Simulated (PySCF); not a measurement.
# Worked example: oscillator strength and radiative lifetime

C₂H₇InO, SMILES C[CH2][InH][OH].

Geometry optimised at B3LYP-D3(BJ)/def2-SVP. The structure was generated by enumeration; whether it is a known compound was not checked. The def2 effective core potentials stand for the cores of In; spin–orbit coupling is left out. One conformer was computed; it need not be the lowest.

TDDFT-PBE/def2-SVPD (PySCF) puts the first singlet state with f over 0.02 at 5.26 eV (vertical), with the transition dipole (0.000, 0.000, 0.471) in atomic units.

Q: Find the oscillator strength, the wavelength and the radiative lifetime that this transition would have in vacuum if emission retraced absorption.

A: 
|μ|² = 0.2218 au, so |μ| = 1.20 D. ΔE = 5.26/27.211 = 0.1933 hartree. f = (2/3) ΔE |μ|² = 0.029 (the program prints 0.029).
λ = 1239.84/5.26 = 236 nm; ν = 42425 cm⁻¹.
Einstein's coefficient A = 0.6670 ν² f s⁻¹ (ν in cm⁻¹) = 3.4e7 s⁻¹, so τ = 1/A = 29 ns. This state is S3; the lower singlets have f = 0.000, 0.016. The figure is the radiative limit of this one transition; relaxation, internal conversion, crossing to triplets and a medium change what is measured.
